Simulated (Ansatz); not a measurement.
Two isomers of CH5NOSi: A = `N=C[SiH2]O`, B = `OC1N[SiH2]1`.

Calculated with Ansatz (gas phase, PBE0-D4/def2-TZVP geometries, no zero-point term in ΔE). CBS: MP2 limit from def2 TZ/QZ plus the TZ coupled-cluster correction, frozen cores. Functionals use def2-TZVPP. B3LYP here is the variant with VWN-RPA as its local correlation; programs differ in this. One conformer a species, not always the lowest.

(1) Which is lower in electronic energy at CCSD(T)/CBS, and by how much? (An estimate is asked.)

(2) Give E(B) − E(A) in kcal/mol with ωB97M-V, PBE0-D4, PBE-D4, B3LYP, CCSD(T)/def2-SVP, CCSD/def2-TZVPP, CCSD(T)/def2-TZVPP. (An estimate is asked.)

(3) Does the order hold for the free energy at 298.15 K (harmonic terms from PBE0-D4)? (Estimate.)

Largest T1 diagnostic: 0.013.

Answers

(1) Ansatz gave: A, by 44.0 kcal/mol.

(2) Ansatz gave: ωB97M-V 41.9, PBE0-D4 38.4, PBE-D4 37.7, B3LYP 43.8, CCSD(T)/def2-SVP 43.2, CCSD/def2-TZVPP 45.0, CCSD(T)/def2-TZVPP 44.6. None reverses the order clearly.

(3) Ansatz gave: Yes: G(B) − G(A) = +44.7 kcal/mol, for one conformer each.

At CCSD(T), def2-SVP lies −0.8 kcal/mol from the extrapolated value and def2-TZVPP +0.5 kcal/mol. From BLYP to BHLYP (50 % exact exchange), in def2-TZVPP and without D4, E(B) − E(A) moves by +1.3 kcal/mol.
